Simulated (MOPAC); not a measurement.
MOPAC input (PM6):

```
PM6 FORCE THERMO(298,298) PRECISE LET CHARGE=-1 GEO-OK AUX(PRECISION=9) THREADS=1
C3H10GeN

C    -2.30677408 1   -0.30860761 1    0.69143493 1
C    -1.42874059 1    0.90588353 1    0.36993546 1
N     0.00478515 1    0.59209745 1    0.65318347 1
C     0.80258104 1    1.85020653 1    0.66100587 1
Ge    0.71650133 1   -0.64349716 1   -0.55520828 1
H    -2.05779912 1   -1.13778559 1    0.00540202 1
H    -3.36555029 1   -0.07610692 1    0.59769903 1
H    -2.09803951 1   -0.68127571 1    1.69914141 1
H    -1.62154517 1    1.23743779 1   -0.67357924 1
H    -1.72970598 1    1.75292196 1    1.02856605 1
H     1.85239010 1    1.60168191 1    0.88746829 1
H     0.78930787 1    2.42792841 1   -0.27485801 1
H     0.43627041 1    2.50001056 1    1.47121950 1
H     1.20318643 1   -0.08472101 1   -1.84969435 1
H     1.52027448 1   -1.62782263 1    0.22838929 1
```

From the output:

```
     H   15   0.005455   0.247261   3.407299

          HEAT OF FORMATION =     -12.439047 KCALS/MOLE

          ZERO POINT ENERGY      72.348 KCAL/MOL

           NORMAL COORDINATE ANALYSIS (Total motion = 1 Angstrom)

   Root No.       1         2         3         4         5         6         7         8

                 1 A       2 A       3 A       4 A       5 A       6 A       7 A       8 A

                  76.9     119.3     154.1     182.9     217.5     268.8     308.4     336.1

           1    0.0024    0.0038   -0.0023    0.0041    0.0140    0.0129   -0.0128    0.0101
           2    0.0108   -0.0107    0.0046   -0.0134    0.0663    0.0174    0.0025   -0.0157
           3    0.0629    0.0084    0.0134   -0.0033    0.0272   -0.0004    0.0075    0.0023
           4    0.0015    0.0032   -0.0029    0.0036    0.0156    0.0124   -0.0106    0.0070
           5    0.0135    0.0025    0.0095   -0.0027    0.0035   -0.0140    0.0026    0.0445
           6   -0.0412   -0.0009   -0.0206    0.0048    0.0486   -0.0153    0.0267    0.0210
           7    0.0153   -0.0033    0.0042    0.0000    0.0256    0.0170   -0.0215    0.0005
           8    0.0085    0.0045    0.0077   -0.0010   -0.0020   -0.0190    0.0076    0.0506
           9   -0.0107   -0.0018   -0.0073    0.0052   -0.0010    0.0089   -0.0237   -0.0409
          10    0.0244   -0.0027    0.0088   -0.0026    0.0161    0.0062   -0.0042    0.0123
          11   -0.0090    0.0081   -0.0028   -0.0128    0.0173   -0.0101    0.0426   -0.0443
          12    0.0263   -0.0042    0.0117   -0.0072   -0.0328   -0.0303    0.0505   -0.0192
          13   -0.0086   -0.0019   -0.0011   -0.0008   -0.0118   -0.0152    0.0055   -0.0078
          14   -0.0042    0.0010   -0.0039    0.0062   -0.0174    0.0016   -0.0125   -0.0037
          15   -0.0085   -0.0019    0.0004    0.0004   -0.0090    0.0118   -0.0124    0.0061
          16    0.0618    0.0057    0.0199   -0.0039    0.0163    0.0327   -0.0259   -0.0232
          17   -0.0745    0.0733    0.1702   -0.0321    0.0976    0.0355   -0.0056   -0.0460
          18    0.1256   -0.0278   -0.0509    0.0016    0.0145    0.0010    0.0057    0.0018
          19   -0.0033    0.0115    0.0009    0.0118   -0.0291   -0.0128   -0.0108    0.0605
          20    0.0205   -0.0240   -0.0188   -0.0144    0.0831    0.0267    0.0033   -0.0351
          21   -0.0044    0.1045    0.2159   -0.0242    0.0382    0.0140   -0.0071   -0.0162
          22   -0.0522   -0.0077   -0.0283    0.0042    0.0546    0.0185   -0.0020   -0.0086
          23    0.0847   -0.0856   -0.1475   -0.0019    0.0712    0.0213    0.0089   -0.0270
          24    0.1479   -0.0454   -0.0930    0.0055    0.0111    0.0001    0.0071    0.0026
          25    0.0595    0.0134    0.0148    0.0023   -0.0146    0.0128   -0.0242    0.0120
          26   -0.0297    0.0025   -0.0038    0.0010    0.0323   -0.0330    0.0421    0.0986
          27   -0.0976   -0.0050   -0.0376    0.0084    0.0824   -0.0296    0.0621    0.0609
          28   -0.0605    0.0014   -0.0220    0.0111    0.0180   -0.0028    0.0077    0.0283
          29    0.0628    0.0057    0.0255   -0.0035   -0.0488   -0.0017   -0.0382   -0.0057
          30   -0.0922   -0.0035   -0.0365    0.0080    0.0792   -0.0276    0.0573    0.0551
          31    0.0403   -0.0034    0.0227    0.0926    0.0075   -0.0008   -0.0148    0.0802
          32   -0.0143    0.0081   -0.0073   -0.0435    0.0204   -0.0089    0.0478   -0.0706
          33    0.0469    0.0027    0.0358    0.2459   -0.0179   -0.0445    0.1107   -0.0494
          34   -0.0017   -0.0015   -0.0072   -0.0398    0.0384    0.0288   -0.0320   -0.0378
          35   -0.0262    0.0053   -0.0247   -0.2413    0.0072   -0.0067    0.0232   -0.0651
          36    0.0368   -0.0080    0.0090   -0.1617   -0.0630   -0.0489    0.0618    0.0114
          37    0.0449   -0.0042    0.0167   -0.0626   -0.0112   -0.0198    0.0576    0.0006
          38   -0.0002    0.0150    0.0149    0.2342    0.0415   -0.0110    0.0875   -0.0930
          39    0.0256   -0.0069    0.0057   -0.1149   -0.0464   -0.0341    0.0418   -0.0015
          40   -0.0334   -0.1721    0.0488   -0.0126   -0.0646    0.1792    0.1491    0.0700
          41   -0.0248   -0.2436    0.0612    0.0098   -0.0270    0.1379    0.0149   -0.0313
          42    0.0094    0.0980   -0.0305    0.0112    0.0354   -0.1191   -0.1274   -0.0668
          43    0.0142    0.2891   -0.0866   -0.0068   -0.0631    0.2472    0.1282    0.0235
          44    0.0042    0.1066   -0.0328    0.0013   -0.0314    0.0713    0.0390    0.0254
          45   -0.0071    0.0159    0.0034   -0.0102    0.0143   -0.1400   -0.0028    0.0799

   Root No.       9        10        11        12        13        14        15        16

                 9 A      10 A      11 A      12 A      13 A      14 A      15 A      16 A

                 460.9     538.0     573.8     763.2     847.7     934.7    1053.3    1063.6

           1    0.0439   -0.0319    0.0055   -0.0052    0.0032    0.0236   -0.0100    0.0037
           2    0.0284   -0.0135    0.0012   -0.0058    0.0013    0.0402    0.0257   -0.0120
           3    0.0006    0.0003   -0.0025   -0.0015   -0.0170    0.0028   -0.0036   -0.0252
           4    0.0329   -0.0199    0.0032   -0.0023   -0.0002    0.0003    0.0108   -0.0016
           5   -0.0401   -0.0238    0.0177   -0.0216    0.0044    0.0334   -0.0295    0.0197
           6   -0.0148   -0.0060    0.0093   -0.0078   -0.0360   -0.0002    0.0075    0.0353
           7   -0.0402    0.0355    0.0110   -0.0028    0.0053   -0.0001   -0.0091   -0.0132
           8   -0.0107   -0.0357    0.0047    0.0005    0.0008   -0.0440   -0.0023   -0.0060
           9   -0.0287   -0.0321    0.0801   -0.0187    0.0184   -0.0137    0.0096    0.0082
          10   -0.0359    0.0470   -0.0118    0.0077   -0.0078   -0.0213    0.0095    0.0072
          11   -0.0184    0.0140   -0.0054    0.0015   -0.0011   -0.0214    0.0392   -0.0136
          12    0.0118   -0.0183    0.0073   -0.0053    0.0071    0.0010   -0.0215   -0.0333
          13   -0.0008   -0.0059   -0.0028    0.0001    0.0001   -0.0000   -0.0001   -0.0003
          14    0.0079    0.0125   -0.0028   -0.0022   -0.0001    0.0008    0.0002   -0.0004
          15    0.0044    0.0094   -0.0170   -0.0016   -0.0013    0.0011    0.0000   -0.0003
          16    0.0829   -0.0208   -0.0163    0.0275    0.1678   -0.0700   -0.0351    0.1262
          17    0.0638   -0.0153   -0.0042    0.0120   -0.0126   -0.0629   -0.0407    0.0175
          18    0.0034    0.0044   -0.0098    0.0061    0.0711    0.0043    0.0114    0.0265
          19   -0.0338   -0.0350    0.0269   -0.0453   -0.0037    0.2478    0.1191   -0.0679
          20    0.0609   -0.0124   -0.0080    0.0116   -0.0053   -0.0659   -0.0383    0.0174
          21    0.0107    0.0012   -0.0049    0.0084    0.0800   -0.0095    0.0070    0.0446
          22    0.0782   -0.0354    0.0062    0.0010   -0.1585   -0.0938   -0.1006   -0.0514
          23    0.0583   -0.0116   -0.0106    0.0129    0.0056   -0.0624   -0.0378    0.0299
          24    0.0043    0.0053   -0.0122    0.0102    0.0810   -0.0126    0.0027    0.0423
          25    0.0516   -0.0444    0.0118   -0.0098   -0.1379   -0.0291   -0.0484   -0.0066
          26   -0.0266   -0.0128   -0.0523    0.0022    0.0789   -0.0057   -0.0902   -0.0655
          27   -0.0163    0.0128   -0.0460    0.0113    0.0978   -0.0049   -0.0167   -0.0297
          28    0.0331   -0.0320   -0.0044    0.0086    0.1383   -0.0251    0.0022    0.0292
          29   -0.0378   -0.0549    0.0942   -0.0361   -0.0984   -0.0064   -0.0048    0.1273
          30   -0.0140    0.0082   -0.0396    0.0090    0.0910    0.0001   -0.0069   -0.0238
          31   -0.0165   -0.0070    0.0002    0.0069   -0.0055   -0.1307    0.1976   -0.0551
          32   -0.0257    0.0349   -0.0109    0.0016   -0.0017    0.0266   -0.0453    0.0136
          33    0.0224    0.0096   -0.0339    0.0069   -0.0109    0.0469   -0.0182    0.0717
          34   -0.0664    0.0688    0.0312   -0.0080    0.0129    0.0220   -0.1552   -0.0651
          35   -0.0296    0.0345   -0.0102    0.0013   -0.0011    0.0322   -0.0670    0.0201
          36    0.0338   -0.0247   -0.0373    0.0090   -0.0125    0.0027    0.0678    0.0698
          37   -0.0059    0.0758   -0.0936    0.0306   -0.0385    0.0541    0.0301    0.1832
          38   -0.0230    0.0469   -0.0174    0.0045   -0.0043    0.0416   -0.0772    0.0282
          39    0.0172   -0.0260   -0.0019   -0.0017    0.0015   -0.0110    0.0307   -0.0071
          40    0.0456    0.0775    0.1174   -0.0859    0.0057   -0.0107    0.0004    0.0040
          41   -0.1086   -0.1559   -0.0682    0.3262   -0.0180    0.0275   -0.0049   -0.0042
          42   -0.0661   -0.1042   -0.1208    0.1677   -0.0087    0.0159   -0.0008   -0.0041
          43   -0.0438   -0.0550    0.0081    0.1066   -0.0041    0.0087   -0.0012   -0.0017
          44    0.0103    0.0184    0.0606    0.1214   -0.0023    0.0097   -0.0003   -0.0011
          45    0.1160    0.1688    0.2522    0.3220   -0.0024    0.0369   -0.0006   -0.0042

   Root No.      17        18        19        20        21        22        23        24

                17 A      18 A      19 A      20 A      21 A      22 A      23 A      24 A

                1108.3    1155.8    1170.3    1207.8    1253.7    1260.0    1261.8    1268.2

           1    0.0010   -0.0981   -0.0082    0.0144    0.0014    0.0066    0.0035   -0.0004
           2   -0.0083    0.0192   -0.0129    0.0151   -0.0233   -0.0051   -0.0142    0.0000
           3    0.0333   -0.0008   -0.0233   -0.0186   -0.0035   -0.0204    0.0151    0.0013
           4   -0.0009    0.1074    0.0108   -0.0263    0.0051   -0.0019   -0.0033    0.0007
           5    0.0118   -0.0111    0.0233   -0.0302    0.0314   -0.0224   -0.0239   -0.0023
           6   -0.0423   -0.0037    0.0120   -0.0047   -0.0065   -0.0006    0.0040    0.0011
           7    0.0077   -0.0041    0.0650   -0.0284   -0.0327    0.0190    0.0191   -0.0009
           8   -0.0033    0.0099   -0.0251    0.0231   -0.0390    0.0230    0.0230    0.0050
           9    0.0296    0.0057   -0.0074    0.0347    0.0039   -0.0023   -0.0012   -0.0054
          10   -0.0121   -0.0070   -0.0662    0.0322    0.0292   -0.0172   -0.0173   -0.0150
          11   -0.0022   -0.0247    0.0209   -0.0118    0.0195   -0.0149   -0.0162    0.0063
          12   -0.0298   -0.0006    0.0035   -0.0181    0.0015   -0.0013   -0.0021   -0.0276
          13   -0.0002    0.0001   -0.0002    0.0000    0.0002   -0.0000   -0.0001    0.0000
          14    0.0000   -0.0001    0.0004   -0.0003    0.0002   -0.0000   -0.0002   -0.0000
          15   -0.0009   -0.0004    0.0006   -0.0014    0.0003   -0.0001   -0.0002   -0.0000
          16   -0.0990   -0.0967    0.0728    0.0305   -0.0799   -0.1569    0.0237   -0.0082
          17    0.0164   -0.0237    0.0116   -0.0317    0.1665   -0.0483    0.2234    0.0041
          18   -0.0306   -0.0005    0.0055    0.0131   -0.1136   -0.0565   -0.0863   -0.0039
          19   -0.0242   -0.0369   -0.0520    0.0494    0.0433    0.0459    0.0742    0.0021
          20    0.0120   -0.0002    0.0073   -0.0118   -0.0250   -0.0448   -0.0146   -0.0008
          21   -0.0450    0.0013    0.0239    0.0183    0.0148    0.2265   -0.1898   -0.0007
          22    0.1281   -0.1248   -0.0333   -0.0632   -0.0427    0.0341   -0.1243   -0.0038
          23   -0.0002   -0.0253    0.0249   -0.0137    0.1526    0.1756   -0.0006    0.0021
          24   -0.0386   -0.0025    0.0243    0.0011    0.1477    0.1192    0.0749    0.0043
          25   -0.0533    0.1689    0.1350    0.2154    0.0777   -0.0460   -0.0321   -0.0166
          26    0.0760    0.0393    0.0972    0.1467    0.0662   -0.0326   -0.0251   -0.0222
          27    0.0439   -0.0112    0.0116    0.0176   -0.0009    0.0039    0.0096   -0.0079
          28    0.0599    0.1271   -0.1784   -0.1612    0.0332   -0.0074   -0.0171    0.0244
          29   -0.0665    0.0001   -0.0726   -0.1461   -0.0047    0.0062    0.0095    0.0137
          30    0.0370    0.0139   -0.0167    0.0137    0.0161   -0.0147   -0.0141    0.0009
          31   -0.0116   -0.0838    0.0392   -0.0132    0.0045    0.0146    0.0242    0.0764
          32    0.0008    0.0105   -0.0148    0.0071    0.0106   -0.0140   -0.0178   -0.0215
```

The dipole moment of an ion depends on the origin.
